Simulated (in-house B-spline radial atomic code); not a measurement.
**Kr4+: [Ar] 3d10 4s2 4p2**

Method: Dirac-Kohn-Sham LDA VWN5, spherical fractional occupations, Fermi nucleus of rms radius 4.1884 fm. Calculated with a radial B-spline atomic code at the basis-set limit.

Z_r = [3n² - l(l+1)]/(2<r>); Z_e = n√(-2ε); the last column is Slater's effective charge. Values are occupation-weighted means over j. An effective charge above Z reflects the relativistic contraction of the inner shells.

| shell | electrons | ε (eV) | <r> (bohr) | Z_r | Z_e | Slater |
| --- | --- | --- | --- | --- | --- | --- |
| 1s | 2 | -14189 | 0.04154 | 36.11 | 32.29 | 35.70 |
| 2s | 2 | -1918.3 | 0.1835 | 32.70 | 23.75 | 31.85 |
| 2p | 6 | -1705 | 0.1601 | 31.23 | 22.39 | 31.85 |
| 3s | 2 | -319.61 | 0.5306 | 25.44 | 14.54 | 24.75 |
| 3p | 6 | -251.54 | 0.5401 | 23.14 | 12.90 | 24.75 |
| 3d | 10 | -138.16 | 0.5523 | 19.01 | 9.56 | 14.85 |
| 4s | 2 | -73.202 | 1.427 | 16.82 | 9.28 | 9.65 |
| 4p | 2 | -56.747 | 1.595 | 14.42 | 8.17 | 9.65 |

The least bound orbital is 4p3/2 at -56.41 eV, and it is also the most diffuse (<r> = 1.603 bohr).

Spin-orbit splittings of the orbital energies (j = l + 1/2 above j = l - 1/2 when positive): 2p 53.75 eV, 3p 7.952 eV, 3d 1.317 eV, 4p 1.009 eV.

For the 1s electron the small component carries 1.7 % of the norm, the zero-frequency Breit interaction raises the level by 23.53 eV, self-energy by 12.49 eV, and vacuum polarisation lowers it by 1.299 eV.

The density falls to 0.001 bohr⁻³ at 3.051 bohr; Σ<r²> = 17.084 bohr² gives, by the non-relativistic formula and without the paramagnetism of open shells, a Langevin diamagnetic susceptibility of -13.53×10⁻⁶ cm³/mol.
